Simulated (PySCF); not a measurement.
Isomers of C6H12F2OSi, mass 166.063 u with the commonest isotopes. Level of theory: PBE0/pcSseg-1 in PySCF (dipole) on a GFN2-xTB geometry, gas phase. One conformer each, none proved a minimum here; rigid rotors.

Question: Order these by rotational constant B, smallest first.
A. `[CH3:1][CH2:2][C@@H:3]1[CH2:4][C@@:5]1([SiH3:6])[O:7][CH:8]([F:9])[F:10]` with C1–C2–C3–C4 157°, C4–C5–O7–C8 141°, C5–O7–C8–F9 -158°
B. `[CH3:1][C@@H:2]([SiH3:3])[C@@:4]([CH3:5])([CH:6]=[O:7])[CH:8]([F:9])[F:10]` with C1–C2–C4–C5 -57°, C2–C4–C6–O7 65°, C2–C4–C8–F9 -173°
C. `[CH3:1][CH:2]([CH3:3])[O:4][C@@H:5]([SiH3:6])/[C:7]([F:8])=[CH:9]/[F:10]` with C1–C2–O4–C5 -168°, C2–O4–C5–Si6 145°, O4–C5–C7–F8 162°

Answer: A (777.5 MHz), C (817.6 MHz), B (1018 MHz).

Question: Order these by dipole moment, smallest first.
A. `[CH3:1][CH:2]([CH3:3])[O:4][C@@H:5]([SiH3:6])/[C:7]([F:8])=[CH:9]/[F:10]` with C1–C2–O4–C5 -168°, C2–O4–C5–Si6 145°, O4–C5–C7–F8 162°
B. `[CH3:1][CH2:2][C@@H:3]1[CH2:4][C@@:5]1([SiH3:6])[O:7][CH:8]([F:9])[F:10]` with C1–C2–C3–C4 157°, C4–C5–O7–C8 141°, C5–O7–C8–F9 -158°
C. `[CH3:1][C@@H:2]([SiH3:3])[C@@:4]([CH3:5])([CH:6]=[O:7])[CH:8]([F:9])[F:10]` with C1–C2–C4–C5 -57°, C2–C4–C6–O7 65°, C2–C4–C8–F9 -173°

Answer: C (2.46 D), A (2.81 D), B (3.51 D).

Question: Order these by radius of gyration √(Σ m r²/M), largest first.
A. `[CH3:1][CH2:2][C@@H:3]1[CH2:4][C@@:5]1([SiH3:6])[O:7][CH:8]([F:9])[F:10]` with C1–C2–C3–C4 157°, C4–C5–O7–C8 141°, C5–O7–C8–F9 -158°
B. `[CH3:1][CH:2]([CH3:3])[O:4][C@@H:5]([SiH3:6])/[C:7]([F:8])=[CH:9]/[F:10]` with C1–C2–O4–C5 -168°, C2–O4–C5–Si6 145°, O4–C5–C7–F8 162°
C. `[CH3:1][C@@H:2]([SiH3:3])[C@@:4]([CH3:5])([CH:6]=[O:7])[CH:8]([F:9])[F:10]` with C1–C2–C4–C5 -57°, C2–C4–C6–O7 65°, C2–C4–C8–F9 -173°

Answer: B (2.408 Å), A (2.281 Å), C (2.165 Å).

| SMILES | point group | Ia (u·Å²) | Ib (u·Å²) | Ic (u·Å²) | κ | μa (D) | μb (D) | μc (D) |
| --- | --- | --- | --- | --- | --- | --- | --- | --- |
| C[C@@H]([SiH3])[C@@](C)(C=O)C(F)F | C1 | 377.03 | 496.36 | 683.48 | -0.07 | 1.54 | 1.11 | 1.57 |
| CC(C)O[C@@H]([SiH3])/C(F)=C/F | C1 | 429.67 | 618.15 | 877.67 | -0.19 | 2.74 | 0.47 | 0.38 |
| CC[C@@H]1C[C@@]1([SiH3])OC(F)F | C1 | 365.01 | 650.01 | 713.46 | -0.80 | 3.43 | 0.73 | 0.04 |
